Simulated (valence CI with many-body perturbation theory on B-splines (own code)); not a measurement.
Rb22+: calculated level list

Method: relativistic CI+MBPT: five valence electrons over a frozen Dirac-Fock core [Ne], radial functions for each j: 11 s, 11 p, 10 d, 8 f, 5 g, 2 h, with the one-electron correlation potential Σ1 (screened to all orders), the two-electron term Σ2, the three-electron term Σ3, Breit, model QED; selected single and double excitations, second order for the rest, scaled by the run's own slope (own B-spline code, finite nucleus).

No measured spectrum was set against this ion. As an estimate, levels of excited configurations hold to 0.05 to 0.15 % of their energy, terms of the ground configuration to about 0.5 %. Among the levels kept, up to 3400 cm⁻¹ of a level comes from second order outside the variational space, and about a tenth of that is noise between levels of different J, which matters for small intervals.

Levels 46 to 90 of 170, with energies above the lowest level, 3s²3p³ ⁴S°_3/2. "Leading %" is the weight of the configuration and term that name the level; weights of strongly mixed levels are sums over their largest components and can fall short. In the jj column 3d3/2^4 stands for four electrons in 3d with j = 3/2.

```tsv
No.	Configuration	Term	J	E (cm⁻¹)	Leading %	g	Leading jj
46	3s3p³3d	⁶D°	9/2	1230200	89	1.530	3s 3p1/2^2 3p3/2 3d5/2 (48 %)
47	3p⁵	²P°	3/2	1240800	56	1.337	3p1/2^2 3p3/2^3 (56 %)
48	3s3p³3d	⁴F°	3/2	1292000	53	0.721	3s 3p1/2^2 3p3/2 3d3/2 (38 %)
49	3s3p³3d	⁴D°	5/2	1295800	48	1.274	3s 3p1/2^2 3p3/2 3d5/2 (41 %)
50	3s3p³3d	⁴D°	7/2	1321600	66	1.399	3s 3p1/2 3p3/2^2 3d5/2 (67 %)
51	3p⁵	²P°	1/2	1327700	42	0.547	3s 3p1/2 3p3/2^2 3d5/2 (42 %)
52	3s3p³3d	⁴D°	1/2	1332600	74	0.198	3s 3p1/2 3p3/2^2 3d3/2 (40 %)
53	3s3p³3d	⁴D°	3/2	1332700	57	0.950	3s 3p1/2 3p3/2^2 3d3/2 (59 %)
54	3s3p³3d	⁴F°	5/2	1337900	52	1.136	3s 3p1/2 3p3/2^2 3d3/2 (66 %)
55	3s3p³3d	⁴F°	7/2	1351100	62	1.251	3s 3p1/2 3p3/2^2 3d3/2 (56 %)
56	3s3p³3d	⁴F°	9/2	1373000	67	1.305	3s 3p1/2 3p3/2^2 3d5/2 (55 %)
57	3s3p³3d	⁴G°	5/2	1377500	67	0.688	3s 3p1/2^2 3p3/2 3d3/2 (48 %)
58	3s3p³3d	²S°	1/2	1378800	60	2.093	3s 3p1/2^2 3p3/2 3d3/2 (34 %)
59	3s3p³3d	⁴G°	7/2	1389000	61	1.068	3s 3p1/2^2 3p3/2 3d5/2 (27 %)
60	3s3p³3d	⁴G°	9/2	1407400	57	1.235	3s 3p1/2 3p3/2^2 3d5/2 (64 %)
61	3s3p³3d	⁴D°	1/2	1413100	82	0.108	3s 3p1/2^2 3p3/2 3d3/2 (37 %)
62	3s3p³3d	⁴G°	11/2	1426700	94	1.271	3s 3p1/2 3p3/2^2 3d5/2 (94 %)
63	3s3p³3d	²G°	7/2	1427400	61	0.988	3s 3p1/2^2 3p3/2 3d5/2 (46 %)
64	3s3p³3d	⁴D°	3/2	1430400	54	1.206	3s 3p1/2^2 3p3/2 3d3/2 (34 %)
65	3s3p³3d	²D°	5/2	1432100	27	1.235	3s 3p1/2^2 3p3/2 3d3/2 (28 %)
66	3s3p³3d	²G°	9/2	1444600	75	1.139	3s 3p1/2 3p3/2^2 3d3/2 (61 %)
67	3s3p³3d	⁴P°	3/2	1444600	43	1.594	3s 3p1/2^2 3p3/2 3d5/2 (45 %)
68	3s3p³3d	⁴P°	1/2	1464800	64	2.446	3s 3p1/2 3p3/2^2 3d5/2 (51 %)
69	3s3p³3d	⁴P°	5/2	1467500	56	1.390	3s 3p1/2 3p3/2^2 3d5/2 (33 %)
70	3s3p³3d	²D°	3/2	1478500	36	1.028	3s 3p1/2 3p3/2^2 3d3/2 (41 %)
71	3s3p³3d	⁴D°	7/2	1485400	37	1.227	3s 3p1/2 3p3/2^2 3d3/2 (28 %)
72	3s3p³3d	⁴D°	5/2	1488800	48	1.262	3s 3p1/2 3p3/2^2 3d5/2 (60 %)
73	3s3p³3d	⁴F°	5/2	1493400	40	1.090	3s 3p1/2 3p3/2^2 3d3/2 (55 %)
74	3s3p³3d	⁴P°	3/2	1499100	36	1.222	3s 3p1/2 3p3/2^2 3d3/2 (76 %)
75	3s3p³3d	⁴D°	7/2	1503800	45	1.270	3s 3p1/2 3p3/2^2 3d5/2 (61 %)
76	3s3p³3d	⁴F°	3/2	1506500	42	0.922	3s 3p1/2 3p3/2^2 3d3/2 (58 %)
77	3s3p³3d	²P°	1/2	1509700	42	0.579	3s 3p1/2^2 3p3/2 3d3/2 (33 %)
78	3s3p³3d	⁴F°	9/2	1512300	44	1.239	3s 3p1/2 3p3/2^2 3d5/2 (43 %)
79	3s3p³3d	⁴P°	5/2	1513200	43	1.316	3s 3p1/2 3p3/2^2 3d5/2 (53 %)
80	3s3p³3d	²F°	7/2	1515300	55	1.190	3s 3p1/2 3p3/2^2 3d5/2 (51 %)
81	3s3p³3d	⁴D°	5/2	1521200	28	1.206	3s 3p1/2 3p3/2^2 3d5/2 (31 %)
82	3s3p³3d	⁴S°	3/2	1521600	38	1.742	3s 3p1/2 3p3/2^2 3d5/2 (52 %)
83	3s3p³3d	⁴D°	3/2	1526100	36	1.064	3s 3p1/2^2 3p3/2 3d3/2 (25 %)
84	3s3p³3d	²D°	5/2	1535000	34	1.231	3s 3p1/2 3p3/2^2 3d5/2 (39 %)
85	3s3p³3d	⁴D°	7/2	1537400	51	1.300	3s 3p1/2 3p3/2^2 3d3/2 (36 %)
86	3s3p³3d	⁴P°	1/2	1538800	69	1.992	3s 3p1/2 3p3/2^2 3d3/2 (51 %)
87	3s3p³3d	²D°	3/2	1554100	47	0.970	3s 3p1/2 3p3/2^2 3d5/2 (47 %)
88	3s3p³3d	²G°	7/2	1567700	54	1.020	3s 3p1/2 3p3/2^2 3d3/2 (47 %)
89	3s3p³3d	⁴D°	5/2	1569700	13	1.261	3s 3p1/2 3p3/2^2 3d5/2 (43 %)
90	3s3p³3d	²P°	3/2	1572800	44	1.355	3s 3p1/2 3p3/2^2 3d5/2 (36 %)
```

Names give the largest LS component (configuration and term), which can be under half, so a name can repeat, a term be missing and a line seem to break the LS rules; names also repeat where a configuration has a term twice.

Where two levels of one J and parity lie close, their mixing, g and order are uncertain.
